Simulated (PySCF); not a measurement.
C₂H₆Si, SMILES C1C[SiH2]1. Atoms are numbered in the order given.

```xyz
9

C      0.0000     0.7762     0.8446
C      0.0000    -0.7762     0.8446
Si     0.0000     0.0000    -0.8364
H      0.9014     1.2541     1.2101
H     -0.9014     1.2541     1.2101
H     -0.9014    -1.2541     1.2101
H      0.9014    -1.2541     1.2101
H      1.2390     0.0000    -1.6331
H     -1.2390     0.0000    -1.6331
```
Charge 0, spin multiplicity 1.

The structure is a stationary point at B3LYP-D3(BJ)/def2-TZVP.

Two levels are set side by side: PBE/pcJ-1 (PySCF) and PBE0/pcJ-1 (PySCF). One-bond couplings, all four terms, same geometry. Isotopes: 13C, 1H, 29Si. Differences are taken from unrounded values.

| quantity | PBE0 |
|---|---|
| ¹J(C1,C2) (Hz) | 9.0 |
| ¹J(C1,Si3) (Hz) | -25.2 |
| ¹J(C2,Si3) (Hz) | -25.3 |
| ¹J(C1,H4) (Hz) | 153.3 |
| ¹J(C1,H5) (Hz) | 153.3 |
| ¹J(C2,H6) (Hz) | 153.3 |
| ¹J(C2,H7) (Hz) | 153.3 |
| ¹J(Si3,H8) (Hz) | -252.7 |
| ¹J(Si3,H9) (Hz) | -252.7 |

What does PBE give, and how far is it from PBE0? (An estimate is asked for; the answer gives what the named calculation found.)


```
quantity            PBE  PBE minus PBE0
---------------  ------  --------------
¹J(C1,C2) (Hz)      5.4            -3.6
¹J(C1,Si3) (Hz)   -16.8             8.5
¹J(C2,Si3) (Hz)   -16.8             8.5
¹J(C1,H4) (Hz)    149.7            -3.5
¹J(C1,H5) (Hz)    149.7            -3.5
¹J(C2,H6) (Hz)    149.7            -3.5
¹J(C2,H7) (Hz)    149.7            -3.5
¹J(Si3,H8) (Hz)  -245.2             7.5
¹J(Si3,H9) (Hz)  -245.2             7.5
```

Rough cost on one machine, each run with all the roots and properties that it gave: PBE0 against PBE within a factor of 2.
